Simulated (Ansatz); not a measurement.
Computed with Ansatz on PBE0-D4/def2-TZVP structures; ΔE is electronic, products minus reactants. CBS: MP2 limit from def2 TZ/QZ plus the TZ coupled-cluster correction, frozen cores. Functionals use def2-TZVPP. HSE06 is defined as in plane-wave codes. def2 core potentials past Kr. For Te outer-core shells are correlated without core-valence functions, which leaves a few kJ/mol of doubt a bond. Each species was taken in one conformer, which may not be the lowest.

`C=C=C(C)BCl` + H₂Te → `ClB[TeH]` + `C=C=CC`  (ligand exchange at a B–C bond)

Task: Is it downhill or uphill in electronic energy at CCSD(T)/CBS, and by how much? (An estimate is asked.)

Result: Computed: Downhill: ΔE = -21.8 kJ/mol.

Task: What do these levels give: LDA (SPW92), PBE-D4, revPBE-D4, r2SCAN-D4, B97M-V, ωB97M-V, revPBE, r2SCAN0, HSE06, MP2/def2-SVP, CCSD(T)/def2-TZVPP, HF/def2-QZVPP? (An estimate is asked.)

Result: Computed: LDA (SPW92) -15.7, PBE-D4 -21.0, revPBE-D4 -18.7, r2SCAN-D4 -17.1, B97M-V -10.4, ωB97M-V -12.0, revPBE -26.3, r2SCAN0 -17.5, HSE06 -20.8, MP2/def2-SVP -11.3, CCSD(T)/def2-TZVPP -18.0, HF/def2-QZVPP -9.8 kJ/mol.

Largest T1 diagnostic among the species: 0.014.

In def2-TZVPP, CCSD(T) changes the Hartree–Fock value by −8.0 kJ/mol (the triples alone add −1.1 kJ/mol) and MP2 by −9.2 kJ/mol. At CCSD(T), def2-SVP lies +7.9 kJ/mol from the extrapolated value and def2-TZVPP +3.9 kJ/mol. From BLYP to BHLYP (50 % exact exchange), in def2-TZVPP and without D4, ΔE moves by +6.7 kJ/mol.
